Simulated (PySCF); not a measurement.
Precursor series Sc Cl-NH2. Isolated molecules, 0 K electronic values unless said otherwise. One relaxed conformer stands for each flexible species; it need not be the lowest.

The HOMO–LUMO gap from two functionals at the same geometries (BP86-D3(BJ)/def2-SVP), both in PySCF: PBE-D3(BJ)/def2-TZVP and B3LYP-D3(BJ)/def2-TZVP. B3LYP has the VWN-RPA correlation part, as in Gaussian. 

```csv
species,PBE-D3(BJ)/def2-TZVP (eV),B3LYP-D3(BJ)/def2-TZVP (eV)
0 of 3 Cl replaced by NH2,3.69,5.33
1 of 3 Cl replaced by NH2 ([Sc(Cl)2(NH2)]),3.37,5.04
2 of 3 Cl replaced by NH2,3.42,5.07
3 of 3 Cl replaced by NH2 ([Sc(NH2)3]),3.39,5.01
```

Over these rows, drawn at random from the members with no instability flagged (it was tested for open shells, ions and some series alone), PBE minus B3LYP-D3(BJ): mean -1.65 eV, from -1.67 eV to -1.62 eV.
